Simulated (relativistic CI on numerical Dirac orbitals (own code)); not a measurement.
Computed by Dirac equation for one electron, model QED (radiative potential, 1s self-energy scaled to tabulated hydrogen-like ionisation energies) (own radial code, finite nucleus).

Configurations in the expansion: 1s, 2s, 2p, 3s, 3p, 3d, 4s, 4p, 4d, 4f, 5s, 5p, 5d, 5f, 5g, 6s, 6p, 6d. Levels of other configurations are missing.

Outline of the computed level scheme of Hf LXXII. Lowest level of each configuration: 1s 2S_1/2 at 0.0 eV; 2p 2P°_1/2 at 56657.2 eV; 2s 2S_1/2 at 56678.9 eV; 3p 2P°_1/2 at 67615.2 eV; 3s 2S_1/2 at 67621.6 eV; 3d 2D_3/2 at 68053.7 eV; 4p 2P°_1/2 at 71387.2 eV; 4s 2S_1/2 at 71389.9 eV; 4d 2D_3/2 at 71571.0 eV.

Some strong electric-dipole decays among the lowest 14 levels: 2p 2P°_1/2 → 1s 2S_1/2 (1.7e+16 s⁻¹); 2p 2P°_3/2 → 1s 2S_1/2 (1.6e+16 s⁻¹); 3p 2P°_3/2 → 1s 2S_1/2 (4.3e+15 s⁻¹); 3p 2P°_1/2 → 1s 2S_1/2 (4.2e+15 s⁻¹); 4p 2P°_3/2 → 1s 2S_1/2 (1.8e+15 s⁻¹); 3d 2D_5/2 → 2p 2P°_3/2 (1.7e+15 s⁻¹); 4p 2P°_1/2 → 1s 2S_1/2 (1.6e+15 s⁻¹); 3d 2D_3/2 → 2p 2P°_1/2 (1.6e+15 s⁻¹).
